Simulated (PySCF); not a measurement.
## Static response to an electric field

Species: C4H13NSi.
Cartesian coordinates in Å at the PBE0-D3(BJ)/def2-SVP level; atoms count from 1:
```
atom  x, y, z in Å
C1    -2.100    0.612   -0.085
C2    -1.531   -0.762    0.226
C3    -0.121   -0.711    0.812
N4     0.851   -0.059   -0.042
C5     1.225   -0.789   -1.228
Si6    1.803    1.276    0.521
H7    -1.472    1.138   -0.820
H8    -2.141    1.241    0.819
H9    -3.120    0.547   -0.493
H10   -1.531   -1.383   -0.686
H11   -2.178   -1.293    0.945
H12   -0.160   -0.173    1.775
H13    0.211   -1.742    1.051
H14    0.368   -0.944   -1.908
H15    1.644   -1.788   -0.992
H16    1.988   -0.237   -1.797
H17    2.229    2.089   -0.660
H18    3.055    0.904    1.268
H19    0.961    2.093    1.446
```

Level: CAM-B3LYP/def2-SVPD (PySCF), static field, nuclei fixed, core orbitals frozen in the response. The polarisability tensor in these axes (au):

```
x   91.77  4.21 -0.36
y    4.21 85.22  2.63
z   -0.36  2.63 80.69
```

Question: Give the principal values, the mean and the anisotropy Δα = √{½[(α1 − α2)² + (α2 − α3)² + (α1 − α3)²]}.

Answer: Principal values 79.08, 84.71 and 93.89 au; mean 85.89 au = 12.73 Å³ = 14.16 × 10⁻⁴⁰ C²·m²/J; Δα = 12.95 au (15 % of the mean).

Question: What is the dipole moment, and where does it point?

Answer: (-0.45, -0.84, -0.23) D, 0.99 D in size, pointing from the negative to the positive side. Measured along this direction, the outermost atoms are H17 and H19 at the negative end and H10 at the positive end.

Question: What would n − 1 = 2πNα be for an ideal gas of these molecules at 273.15 K and 1 atm, electronic part alone?

Answer: N = p/kT = 2.6868 × 10¹⁹ cm⁻³, so n − 1 = 2π × N × 12.73 × 10⁻²⁴ cm³ = 2149 × 10⁻⁶ at long wavelengths, for an ideal gas.

Question: In TDDFT the mean static polarisability is Σ f/ω² over all singlet excitations (ω in hartree). How much of it do the 10 lowest give? Their energies (eV) and oscillator strengths: 5.76, 0.0125; 6.41, 0.0241; 6.60, 0.0218; 6.85, 0.0496; 7.00, 0.0031; 7.21, 0.0137; 7.45, 0.0223; 7.93, 0.0065; 8.22, 0.0342; 8.45, 0.0144.

Answer: They add up to 3.01 au, 3.5 % of the 85.89 au; the largest single term is 0.78 au, from the state at 6.85 eV. Terms in order: 0.28, 0.43, 0.37, 0.78, 0.05, 0.19, 0.30, 0.08, 0.38, 0.15 au. Higher excitations give the rest. The strengths listed sum to 0.202.

Question: Give the eigenvalues of the traceless quadrupole moment Θ = ½Σq(3rr − r²1), origin at the centre of nuclear charge.

Answer: -2.51, -0.36, 2.87 D·Å. The values depend on the origin, since the dipole doesn't vanish. The electronic extent ⟨r²⟩ about the same centre is 951 bohr², a root-mean-square distance of 2.14 Å for the 58 electrons.

Question: Rayleigh depolarisation ratio (linearly polarised light, static tensor)?

Answer: ρ = 3Δα²/(45ᾱ² + 4Δα²) = 502.9/(331986 + 670.5) = 0.00151.

Isolated species at its PBE0-D3(BJ)/def2-SVP geometry (one conformer only).

The run behind these numbers computed excited states and ΔSCF ions as well. Hardware: one thread of an x86-64 server, shared host. Cost: 60 s.
